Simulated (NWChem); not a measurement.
System: SiHBrF2; SMILES [SiH](F)(Br)F

Computed with NWChem. Medium grid unless said otherwise, to which SCAN and Minnesota functionals are sensitive. The geometry was optimised at B3LYP/6-31G* (spherical d).

Order these by “highest occupied level (eV)”, lowest first: B3LYP/def2-SVP; LDA (Slater exchange, PW92)/def2-SVP; Hartree-Fock/def2-SVP.

Hartree-Fock/def2-SVP (-12.21), B3LYP/def2-SVP (-8.75), LDA (Slater exchange, PW92)/def2-SVP (-7.82)
